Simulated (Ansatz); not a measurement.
System: CI, charge 0, multiplicity 2. SMILES: [C]I
Coordinates optimised at B3LYP-D3(BJ)/def2-TZVP (Ansatz, a first-principles code):
```
C
I 1 2.0388
```
Charge 0, spin multiplicity 2.

Wanted: atomisation energy, in kcal/mol. Conventions: spin-orbit terms left out; open shells spin-unrestricted; atomisation electronic, to ground-state atoms; def2 sets with scalar-relativistic core potentials past Kr; STO-3G and 3-21G all-electron and non-relativistic. Ab initio and DFT rows: single points at B3LYP-D3(BJ) geometries (Ansatz). A UHF reference is markedly spin-contaminated in at least one set, which strains HF and MP2.

| species | coefficient | E at HF/3-21G (Ansatz), Eh | E at wB97X-V/def2-TZVPD (Ansatz), Eh |
|---|---|---|---|
| [C]I | -1 | -6925.33427 | -335.61933 |
| C atom | +1 | -37.48107 | -37.84665 |
| I atom | +1 | -6887.84045 | -297.66780 |

 1 Eh = 627.5095 kcal/mol.

Problem. Work the quantity out at each level.

Solution. 
- HF/3-21G: the sum of coefficient times E is 0.01275 Eh, or 8.00 kcal/mol. Result: 8.0 kcal/mol.
- wB97X-V/def2-TZVPD: the sum of coefficient times E is 0.10488 Eh, or 65.81 kcal/mol. Result: 65.8 kcal/mol.
